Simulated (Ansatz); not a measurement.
CH₃NOSi, SMILES `O[SiH]1C=N1` from Hartree–Fock to CCSD(T)

Cartesian coordinates in Å:
```
O 0.0940 -1.5156 0.9123
Si 0.5021 -0.3129 -0.1095
C -0.3146 1.2423 -0.2553
N -0.6794 0.4280 -1.1902
H -0.7836 -1.5037 1.2992
H 1.8653 -0.5950 -0.5702
H -0.6837 2.2569 -0.0863
```

The species carries charge 0 and has multiplicity 1. The structure was optimised at the PBE0-D4/def2-TZVP level. It is one conformer, not always the lowest. Frozen core, restricted reference, Ansatz 0.2.0. CBS rows extrapolate triple and quadruple zeta; past MP2 they add the triple-zeta difference.

| basis | HF (Eh) | MP2 corr. | CCSD corr. | (T) | CCSD(T) total |
| --- | --- | --- | --- | --- | --- |
| def2-SVP | -457.61294 | -0.56314 | -0.58852 | -0.01992 | -458.22138 |
| def2-TZVPP | ? | -0.70175 | ? | -0.03247 | ? |
| def2-QZVPP | -457.95266 | -0.75416 | – | – | – |
| CBS(def2) | ? | ? | -0.81069 | as TZ | ? |

**Question.** Fill in the withheld values. (An estimate is asked.)

**Answer.** The calculation gave: def2-TZVPP HF (Eh): -457.93520; def2-TZVPP CCSD corr.: -0.71947; def2-TZVPP CCSD(T) total: -458.68714; CBS(def2) HF (Eh): -457.95506; CBS(def2) MP2 corr.: -0.79298; CBS(def2) CCSD(T) total: -458.79822.
